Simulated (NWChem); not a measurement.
Program: NWChem. System: C3H7FSi, charge 0, spin multiplicity 1, at a geometry optimised with B3LYP/def2-SVP. The structure started from a generated list of species. Level: MP2/def2-SVP, 9 core orbitals frozen.

The NWChem input:

```
start mol
memory heap 200 mb stack 800 mb global 1000 mb
geometry units angstroms nocenter noautoz noautosym
  C     -1.686983     0.193905     1.466164
  C     -0.986463     0.205743     0.331770
  F     -1.455280    -0.470590    -0.742229
  C      0.323546     0.861159     0.049259
  Si     1.715124    -0.341452    -0.472686
  H     -2.628128    -0.354990     1.529295
  H     -1.328550     0.734066     2.342543
  H      0.658002     1.424254     0.933830
  H      0.202418     1.587853    -0.775234
  H      1.853537    -1.428219     0.539070
  H      1.435376    -0.939411    -1.807549
  H      2.992532     0.427248    -0.547452
end
basis spherical
  * library def2-svp
end
scf
  rhf
  nopen 0
  maxiter 100
  thresh 1e-7
  semidirect memsize 60000000 filesize 0
end
mp2
  freeze core 9
end
task mp2 energy
```

NWChem printed:

```
             Northwest Computational Chemistry Package (NWChem) 7.3.0
             --------------------------------------------------------

                                NWChem Input Module
                                -------------------

 Scaling coordinates for geometry "geometry" by  1.889725989
 (inverse scale =  0.529177249)

                             Geometry "geometry" -> ""
                             -------------------------

 Output coordinates in angstroms (scale by  1.889725989 to convert to a.u.)

  No.       Tag          Charge          X              Y              Z
 ---- ---------------- ---------- -------------- -------------- --------------
    1 C                    6.0000    -1.68698300     0.19390500     1.46616400
    2 C                    6.0000    -0.98646300     0.20574300     0.33177000
    3 F                    9.0000    -1.45528000    -0.47059000    -0.74222900
    4 C                    6.0000     0.32354600     0.86115900     0.04925900
    5 Si                  14.0000     1.71512400    -0.34145200    -0.47268600
    6 H                    1.0000    -2.62812800    -0.35499000     1.52929500
    7 H                    1.0000    -1.32855000     0.73406600     2.34254300
    8 H                    1.0000     0.65800200     1.42425400     0.93383000
    9 H                    1.0000     0.20241800     1.58785300    -0.77523400
   10 H                    1.0000     1.85353700    -1.42821900     0.53907000
   11 H                    1.0000     1.43537600    -0.93941100    -1.80754900
   12 H                    1.0000     2.99253200     0.42724800    -0.54745200

 Effective nuclear repulsion energy (a.u.)     218.9801108470

            Nuclear Dipole moment (a.u.)
            ----------------------------
        X                 Y               Z
 ---------------- ---------------- ----------------
     0.0000056692     0.0000094486    -0.0000075589


 Summary of "ao basis" -> "" (spherical)
 ------------------------------------------------------------------------------
       Tag                 Description            Shells   Functions and Types
 ---------------- ------------------------------  ------  ---------------------
 *                          def2-svp                  on all atoms

 Summary of "ao basis" -> "ao basis" (spherical)
 ------------------------------------------------------------------------------
       Tag                 Description            Shells   Functions and Types
 ---------------- ------------------------------  ------  ---------------------
 C                          def2-svp                 6       14   3s2p1d
 F                          def2-svp                 6       14   3s2p1d
 Si                         def2-svp                 8       18   4s3p1d
 H                          def2-svp                 3        5   2s1p

                                 NWChem SCF Module
                                 -----------------

  ao basis        = "ao basis"
  functions       =   109
  atoms           =    12
  closed shells   =    24
  open shells     =     0
  charge          =   0.00
  wavefunction    = RHF
  use symmetry    = F
  symmetry adapt  = F

 Summary of "ao basis" -> "ao basis" (spherical)
 ------------------------------------------------------------------------------
       Tag                 Description            Shells   Functions and Types
 ---------------- ------------------------------  ------  ---------------------
 C                          def2-svp                 6       14   3s2p1d
[...]
              MO Center= -4.3D-01,  2.4D-01,  5.1D-01, r^2= 5.1D+00
   Bfn.  Coefficient  Atom+Function         Bfn.  Coefficient  Atom+Function
  ----- ------------  ---------------      ----- ------------  ---------------
   106     -0.638030  12 H  s                91     -0.611840   9 H  s
    45      0.589387   4 C  s                68      0.525278   5 Si py
    22      0.447545   2 C  py                8     -0.440126   1 C  py
    21     -0.381579   2 C  px                7      0.340947   1 C  px
    19      0.319129   2 C  py               67      0.300118   5 Si px

 Vector   27  Occ=0.000000D+00  E= 1.898680D-01
              MO Center=  1.4D+00, -4.4D-02, -3.4D-01, r^2= 5.6D+00
   Bfn.  Coefficient  Atom+Function         Bfn.  Coefficient  Atom+Function
  ----- ------------  ---------------      ----- ------------  ---------------
    96      1.391024  10 H  s                69     -1.231894   5 Si pz
    68      1.064616   5 Si py              106     -0.609123  12 H  s
    51      0.517500   4 C  pz               86     -0.508139   8 H  s
   101     -0.486940  11 H  s                81     -0.450260   7 H  s
    91      0.334230   9 H  s                 8      0.239646   1 C  py

 center of mass
 --------------
 x =  -0.09766147 y =  -0.03991022 z =  -0.06144424

 moments of inertia (a.u.)
 ------------------
         295.324381444881          28.574002983102         163.244886433050
          28.574002983102         893.434461818400         -63.617100095670
         163.244886433050         -63.617100095670         781.461585106895

  Mulliken analysis of the total density
  --------------------------------------

    Atom       Charge   Shell Charges
 -----------   ------   -------------------------------------------------------
    1 C    6     6.16   1.99  0.85  0.27  2.02  0.99  0.03
    2 C    6     5.74   1.99  0.90  0.21  1.89  0.65  0.10
    3 F    9     9.35   1.99  1.12  0.82  3.34  2.07  0.01
    4 C    6     6.34   1.99  0.86  0.31  2.07  1.08  0.03
    5 Si  14    13.31   2.00  1.99  0.94  0.16  5.94  1.23  0.83  0.22
    6 H    1     0.92   0.74  0.16  0.03
    7 H    1     0.94   0.75  0.17  0.03
    8 H    1     0.92   0.74  0.16  0.03
    9 H    1     0.91   0.73  0.15  0.03
   10 H    1     1.14   0.74  0.38  0.01
   11 H    1     1.13   0.74  0.37  0.01
   12 H    1     1.14   0.74  0.39  0.01

       Multipole analysis of the density wrt the origin
       ------------------------------------------------

     L   x y z        total         open         nuclear
     -   - - -        -----         ----         -------
     0   0 0 0     -0.000000      0.000000     48.000000

     1   1 0 0      0.333983      0.000000      0.000006
     1   0 1 0      0.478250      0.000000      0.000009
     1   0 0 1      0.408647      0.000000     -0.000008

     2   2 0 0    -30.627750      0.000000    383.471863
     2   1 1 0      0.228342      0.000000    -18.015318
     2   1 0 1     -1.377146      0.000000   -100.862869
     2   0 2 0    -29.479844      0.000000     60.258078
     2   0 1 1     -0.003005      0.000000     34.792852
     2   0 0 2    -28.905762      0.000000    124.329469

                   NWChem MP2 Semi-direct Energy/Gradient Module
                   ---------------------------------------------

  Basis functions       =    109
  Molecular orbitals    =    109
  Frozen core           =      9
  Frozen virtuals       =      0
  Active alpha occupied =     15
  Active beta occupied  =     15
  Active alpha virtual  =     85
  Active beta virtual   =     85
  Use MO symmetry       = F
  Use skeleton AO sym   = F

  AO/Fock/Back tols     =   1.0D-09  1.0D-09  1.0D-09

 GA uses MA = F    GA memory limited = T

 Available:
  local mem=  1.15D+08
 global mem=  1.31D+08
 local disk=  0.00D+00
  mp2_memr nvloc                    85
  nvloc new                    85
   1 passes of  15:        3145728                      56749                  24560825.
   1 passes of  15: M    114683698           G      131048238           F     111537970.

 Semi-direct pass number   1 of   1  for RHF alpha+beta  at        5.5s
  vrange nnbf                  5661
  mp2_eaftype                    93  avail_ma_in_mb                   999
 EAF : mp2_eaftype filesize          93   12280412.
  mp2_eaf for mointskh                     93
Node 0 wrote     57.7 Mb in      0.0 s     Agg I/O rate:  1988.5 Mb/s
 Done moints_semi at       10.9s
  mp2_eaftype                    93  avail_ma_in_mb                   906
 EAF : mp2_eaftype filesize          93   12280412.
  mp2_eaf for kh                    93
 Done maket at       11.3s
 Done multipass loop at       11.3s

          -------------------------------------------
          SCF energy                -505.765985030789
          Correlation energy          -0.692075807381
          Singlet pairs               -0.449435585372
          Triplet pairs               -0.242640222009
          Total MP2 energy          -506.458060838170
          -------------------------------------------

          ---------------------------------------------------
                    Spin Component Scaled (SCS) MP2
          Same spin pairs                     -0.161760148006
          Same spin scaling factor             0.333333333333
          Opposite spin pairs                 -0.530315659375
          Opposite spin scaling fact.          1.200000000000
          SCS-MP2 correlation energy          -0.690298840585
          Total SCS-MP2 energy              -506.456283871374
          ---------------------------------------------------

 -----------------------
 Performance information
 -----------------------

 Timer overhead =  2.04D-07 seconds/call

               Nr. of calls         CPU time (s)                 Wall time (s)                GFlops
             ---------------    -------------------     ------------------------------   -------------------
Name         Min   Avg   Max    Min     Avg     Max     Min     Avg     Max   Mx/calls   Min     Max     Sum
mp2: moin     1     1     1    5.4     5.4     5.4      5.4     5.4     5.4     5.4      0.0     0.0     0.0
mp2: make     1     1     1   0.41    0.41    0.41     0.41    0.41    0.41    0.41      0.0     0.0     0.0
mp2: tota     1     1     1    5.8     5.8     5.8      5.8     5.8     5.8     5.8      0.0     0.0     0.0

 The average no. of pstat calls per process was 3.00D+00
 with a timing overhead of 6.12D-07s

 Task  times  cpu:       11.3s     wall:       11.3s

 Total times  cpu:       11.3s     wall:       11.3s
```
